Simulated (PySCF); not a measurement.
Cartesian coordinates in Å; atom numbers follow the order of the lines, from 1:
```xyz
18

C     1.5693    1.5180    0.7899
C     1.1703    0.2685    0.6220
C     0.4524   -0.2313   -0.5707
C     1.0057   -1.5276   -1.1314
S    -1.2671   -0.6405   -0.0366
C    -1.9697    0.9393    0.5352
O    -1.2048   -1.5392    1.0826
O    -2.0112   -1.0657   -1.1915
H     1.4208    2.2694    0.0310
H     2.0748    1.8372    1.6845
H     1.3279   -0.4728    1.3928
H     0.3392    0.5303   -1.3417
H     1.0186   -2.2843   -0.3499
H     2.0156   -1.3887   -1.5130
H     0.3616   -1.8758   -1.9353
H    -1.3460    1.3118    1.3364
H    -1.9934    1.6190   -0.3058
H    -2.9727    0.7386    0.8897
```

Geometry: GFN2-xTB; GIAO shifts from PySCF 2.14, gas phase, non-relativistic, averaged over equivalent atoms.

At PW91/3-21G (96 basis functions, 24 s wall time on 1 thread of an Arm Neoverse N1, shared host):
| atoms | δ (ppm) |
| --- | --- |
| C2 | 119.8 |
| C1 | 108.2 |
| C3 | 66.5 |
| C6 | 36.8 |
| C4 | 13.2 |
| O8 | 172.0 |
| O7 | 166.3 |
| H11 | 6.12 |
| H10 | 5.65 |
| H9 | 5.65 |
| H12 | 3.19 |
| H16/H17/H18 | 2.24 |
| H13/H14/H15 | 1.72 |

Chemical shifts δ = σref − σ; ¹³C (σ = 205.10 ppm) and ¹H (σ = 33.14 ppm) vs TMS; H2O for ¹⁷O (σ = 325.51 ppm), all at this level.

What do these become at PBE0/pcSseg-1?

Results:


```csv
atoms,δ at PBE0/pcSseg-1,change
C2,146.3,+26.5
C1,127.6,+19.4
C3,72.9,+6.4
C6,42.6,+5.8
C4,12.0,-1.2
O8,206.7,+34.7
O7,198.6,+32.3
H11,6.22,+0.10
H10,5.63,-0.02
H9,5.58,-0.07
H12,3.19,+0.00
H16/H17/H18,2.61,+0.37
H13/H14/H15,1.61,-0.11
```

Referencing at the same level of theory: TMS for ¹³C (σ = 186.93 ppm), ¹H (σ = 31.72 ppm); ¹⁷O (σ = 336.08 ppm) vs H2O.

The largest change is at O8 (S=O oxygen). Cost: 193 basis functions, 77 s wall time on 1 thread of an AMD EPYC, shared host. The order of the carbon signals is the same at both levels.

Experimental scales use liquid or dissolved standards, which lie at an offset from isolated H2O (liquid H2O: subtract about 36 ppm).
